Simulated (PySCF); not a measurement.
GeH2F2, SMILES [F][GeH2][F].

Geometry optimised at ωB97X-D3(BJ)/def2-TZVP.

Computed with TDA-CAM-B3LYP/def2-SVPD (PySCF).

Vertical excitations. Gas-phase values at a fixed geometry. State labels are in the subgroup C2v.

Computed lowest excited states:
| state | symmetry | energy (eV) | λ (nm) | f | main pairs |
|---|---|---|---|---|---|
| S1 | A2 | 8.31 | 149 | 0.000 | HOMO→LUMO 98 % |
| S2 | B2 | 8.60 | 144 | 0.000 | HOMO→LUMO+1 94 % |
| S3 | B2 | 9.44 | 131 | 0.297 | HOMO→LUMO+2 96 % |
| S4 | B1 | 9.79 | 127 | 0.003 | HOMO−1→LUMO 46 %, HOMO−2→LUMO+1 41 % |
| S5 | A1 | 9.99 | 124 | 0.039 | HOMO−2→LUMO 75 %, HOMO−1→LUMO+1 13 % |
| S6 | A1 | 10.15 | 122 | 0.106 | HOMO−1→LUMO+1 74 %, HOMO−2→LUMO 17 % |
| S7 | A2 | 10.21 | 121 | 0.000 | HOMO−3→LUMO+1 84 % |
| S8 | B2 | 10.21 | 121 | 0.058 | HOMO−3→LUMO 87 % |
| S9 | B1 | 10.68 | 116 | 0.169 | HOMO−2→LUMO+1 44 %, HOMO−1→LUMO 43 % |
| S10 | B1 | 10.85 | 114 | 0.007 | HOMO−2→LUMO+2 83 % |
| T1 | A2 | 7.79 | 159 | 0 | HOMO→LUMO 95 % |
| T2 | B2 | 7.88 | 157 | 0 | HOMO→LUMO+2 61 %, HOMO→LUMO+3 16 %, HOMO→LUMO+1 14 % |
| T3 | B2 | 8.14 | 152 | 0 | HOMO→LUMO+1 79 % |
| T4 | B1 | 9.17 | 135 | 0 | HOMO−1→LUMO 75 %, HOMO−2→LUMO+1 12 % |
Triplets are in the Tamm–Dancoff approximation.
